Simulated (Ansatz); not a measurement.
Cost and result up the ladder for CoMe2 (C2H6Co) (9 atoms). Total charge 0; quartet. Geometry: PBE0-D4/def2-TZVP.

Cartesian coordinates in Å:
```
Co 0.559 0.189 -0.010
C -0.131 0.325 -1.862
H -0.446 -0.653 -2.240
H 0.634 0.712 -2.548
H -0.991 1.001 -1.914
C 0.154 -0.318 1.861
H -0.682 0.269 2.256
H 1.015 -0.146 2.519
H -0.111 -1.378 1.938
```

Ansatz on 4 threads of Arm Neoverse V2 on a shared host. Times are rough, and most runs start from the orbitals of an earlier one. PBE0-D4/def2-TZVP serves as the yardstick here, not as an exact answer. Differences are given only for rows in sets of like size (and for xTB, whose basis is part of the method), since another set adds its own error. Binding counts from free atoms at the same level (Co quartet, C triplet, H doublet; other spins of the atoms weren't run), without zero-point energy or a counterpoise term.

LC-ωPBE has ω = 0.4 bohr⁻¹. B3LYP takes the VWN-RPA correlation. Correlated methods freeze 7 core orbitals; core or outer-core shells of Co are correlated, in sets that lack core-valence functions.

Run but left out: HF/STO-3G (⟨S²⟩ 4.77, where a pure state has 3.75).

Correlated methods converge slowly with the basis.

```
                          level  functions  wall time  binding energy per atom (eV)  difference from PBE0-D4/def2-TZVP (eV)
               PBE0-D4/def2-SVP         89      3.1 s                          3.50                                       –
              LC-ωPBE/def2-TZVP        143      6.5 s                          3.45                                   -0.02
             B3LYP-D4/def2-TZVP        143      6.5 s                          3.45                                   -0.01
             BHLYP-D4/def2-TZVP        143        9 s                          3.41                                   -0.06
                PBE-D4/def2-SVP         89      9.5 s                          3.58                                       –
PBE0-D4/def2-TZVP (with forces)        143       12 s                          3.47                                    0.00
            r2SCAN-D4/def2-TZVP        143       13 s                          3.48                                    0.02
              CCSD(T)/def2-TZVP        143    1.8 min                          3.33                                   -0.13
```
